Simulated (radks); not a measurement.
Values are calculated unless marked as measured or tabulated.
Q: Ionisation of Be+, [He] 2s1, to Be2+, [He], under several functionals. Scalar-relativistic Kohn-Sham, spin-polarised, spherical densities, point nucleus; open shells are filled with parallel spins first; a radial shooting solver on a logarithmic mesh with Libxc functionals. The NIST Atomic Spectra Database gives 18.211 eV (measured). Rank these functionals by the error of their Delta-SCF ionisation energy: LDA (Slater exchange, VWN5 correlation); LDA (Slater exchange, Perdew-Wang correlation); HCTH/407; PW91; revPBE; PBEsol; BP86; OLYP; B86b exchange with PBE correlation.

A: From best to worst: LDA (Slater exchange, Perdew-Wang correlation) 18.256 eV (+0.045); LDA (Slater exchange, VWN5 correlation) 18.257 eV (+0.046); PBEsol 18.289 eV (+0.078); BP86 18.392 eV (+0.180); HCTH/407 18.405 eV (+0.194); revPBE 18.517 eV (+0.306); B86b exchange with PBE correlation 18.527 eV (+0.315); PW91 18.547 eV (+0.336); OLYP 18.578 eV (+0.367).
